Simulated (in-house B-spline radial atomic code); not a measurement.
The bromine ion Br²⁺: [Ar] 3d10 4s2 4p3

Computed with a B-spline radial code for spherical atoms: non-relativistic PBEsol, spin-polarised, spherical fractional occupations, point nucleus.

Effective charges: Z_r = [3n² - l(l+1)]/(2<r>) from the radius, Z_e = n√(-2ε) from the energy, and Slater's rules. Values are occupation-weighted means over spin.

| shell | electrons | ε (eV) | <r> (bohr) | Z_r | Z_e | Slater |
| --- | --- | --- | --- | --- | --- | --- |
| 1s | 2 | -13102 | 0.04371 | 34.32 | 31.03 | 34.70 |
| 2s | 2 | -1704.3 | 0.1938 | 30.96 | 22.38 | 30.85 |
| 2p | 6 | -1539.1 | 0.1672 | 29.90 | 21.27 | 30.85 |
| 3s | 2 | -253.03 | 0.5628 | 23.99 | 12.94 | 23.75 |
| 3p | 6 | -195.23 | 0.5689 | 21.97 | 11.36 | 23.75 |
| 3d | 10 | -92.087 | 0.5867 | 17.90 | 7.80 | 13.85 |
| 4s | 2 | -40.553 | 1.615 | 14.86 | 6.91 | 8.30 |
| 4p | 3 | -29.389 | 1.846 | 12.46 | 5.88 | 8.30 |

The least bound orbital is 4p up at -29.39 eV, and it is also the most diffuse (<r> = 1.846 bohr).
